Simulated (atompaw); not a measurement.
# How hard is this Nd PAW (atompaw) potential?

* Element: neodymium
* Generator: atompaw 4.2.0.5
* Type: PAW
* Functional: PBEsol
* Relativity: scalar-relativistic
* Frozen core: [Kr] 4d10
* Valence charge: 14
* Reference configuration: 4f4 5s2 5p6 5d0 6s2 6p0
* Partial waves: 5s (bound); 6s (bound); 5p (bound); 6p (bound, empty); 5d (bound, empty); 5d channel at 1.75 Ry; 4f (bound); 4f channel at 0.35 Ry
* Local potential: troulliermartins scheme with l = 4 at -0.5 Ry, radius 2.50 bohr
* Core correction: smooth core density matched at 1.95 bohr
* Augmentation charge: sinc compensation charge, radius 2.55 bohr; PAW radius 2.75 bohr; waves and projectors: bloechl

The pseudo-atom Hamiltonian at the reference potential is diagonalised in spherical Bessel functions j_l(qr) that vanish at 20 bohr, with q² up to the cutoff. All-electron valence levels (Ry): 5s -2.9760, 6s -0.2588, 5p -1.6242, 6p -0.0894, 5d -0.1421, 4f -0.1314.

**Question.** How do the lowest levels (Ry) of each channel move with the cutoff, and are there ghosts?

**Answer.**

```
cutoff (Ry)     s #1     s #2     p #1     p #2     d #1    d #2     f #1    f #2  Σ f·Δε (mRy)
          8  -2.9545  -0.2579  -1.4834  -0.0810  -0.1019  0.0510   0.0906  0.1907        1777.4
         12  -2.9710  -0.2584  -1.6027  -0.0881  -0.1313  0.0475   0.0522  0.0941         873.9
         18  -2.9726  -0.2585  -1.6232  -0.0893  -0.1414  0.0465  -0.0806  0.0917         216.1
         30  -2.9758  -0.2587  -1.6239  -0.0893  -0.1420  0.0464  -0.1288  0.0915          12.3
         40  -2.9760  -0.2588  -1.6242  -0.0894  -0.1421  0.0464  -0.1313  0.0915           0.6
         50  -2.9760  -0.2588  -1.6242  -0.0894  -0.1421  0.0464  -0.1314  0.0915           0.0
        400  -2.9760  -0.2588  -1.6242  -0.0894  -0.1421  0.0464  -0.1314  0.0915           0.0
```

Result: no extra level below or beside the all-electron valence levels (s, p, d, f tested); 10 mRy is reached at 35 Ry and 1 mRy at 40 Ry.
